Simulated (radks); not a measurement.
Values are calculated unless marked as measured or tabulated.
Trend from Ni to Pt: ionisation energy by Delta-SCF between NIST ground configurations, and size. Level of theory: scalar-relativistic Kohn-Sham, PBE, spin-polarised, spherical densities, finite nucleus; open shells are filled with parallel spins first (spin-orbit coupling, left out, can overturn this in heavy ions); Fermi nuclear charge, rms radius of each element as measured or else 0.836 A^(1/3) + 0.57 fm (a radial shooting solver on a logarithmic mesh with Libxc functionals).

| species | configuration | IE (eV) | NIST (eV) | kind | -e(HOMO) (eV) | outermost | <r> outermost (bohr) |
|---|---|---|---|---|---|---|---|
| Ni | [Ar] 3d8 4s2 | 7.076 | 7.640 | exp. | 5.462 (4s) | 4s | 2.85 |
| Pd | [Kr] 4d10 | 8.949 | 8.337 | exp. | 4.048 (4d) | 4d | 1.59 |
| Pt | [Xe] 4f14 5d9 6s1 | 9.508 | 8.959 | exp. | 5.622 (5d) | 6s | 2.90 |

Reference values: NIST Atomic Spectra Database (exp. = measured, semi-emp. = semi-empirical, theory = theoretical value adopted there). Open shells are spherical and high-spin; term and fine-structure splittings are not resolved. Spin-orbit splitting is averaged out at the scalar-relativistic level.
